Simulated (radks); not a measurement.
Results of a calculation; reference values are marked as such.
Spherical quantum dot in the effective-mass picture: electrons in a parabolic well V = omega^2 r^2 / 2 with omega = 4.42, all in effective atomic units (hartree* = m*/eps^2 hartree, bohr* = eps/m* bohr), one dielectric constant everywhere. Level of theory: non-relativistic Kohn-Sham, r2SCAN, spin-polarised, spherical densities, generalised Kohn-Sham scheme (a radial shooting solver with Libxc functionals). Levels are named by radial order and angular momentum (1s, 1p, 1d, 2s, ...), and open shells are averaged over m. Results are scaled to m* = 0.032 and eps = 10.7, for which hartree* = 7.606 meV and bohr* = 17.69 nm.

N = 4, configuration 1s2 1p(up 2, down 0). This is the lowest configuration that the search found. Occupied and some empty levels:

| level | occupation | eigenvalue (meV) | <r> (nm) |
|---|---|---|---|
| 1s up | 1 | 84.055 | 10.23 |
| 1s down | 1 | 86.600 | 10.11 |
| 1p up | 2 | 114.04 | 13.26 |
| 1p down | 0 | 116.97 | 13.23 |
| 1d up | 0 | 145.80 | 15.68 |
| 2s up | 0 | 148.23 | 14.50 |
| 1d down | 0 | 148.67 | 15.64 |
| 2s down | 0 | 150.04 | 14.42 |
| 1f up | 0 | 178.58 | 17.77 |
| 1f down | 0 | 181.57 | 17.68 |

Energy (meV): total 326.057, kinetic 121.23, external 149.35, Hartree 82.376, exchange-correlation -26.903.

Electron density:

| r (nm) | n(r) (e/nm^3) |
|---|---|
| 0.502 | 0.0004686 |
| 2.39 | 0.0004615 |
| 4.28 | 0.0004416 |
| 6.18 | 0.0004031 |
| 8.07 | 0.0003446 |
| 9.96 | 0.0002714 |
| 11.8 | 0.0001942 |
| 13.7 | 0.0001255 |
| 15.6 | 0.00007289 |
| 17.5 | 0.00003790 |
| 19.4 | 0.00001765 |
| 21.3 | 7.336e-06 |
| 23.2 | 2.727e-06 |
| 25.1 | 9.074e-07 |
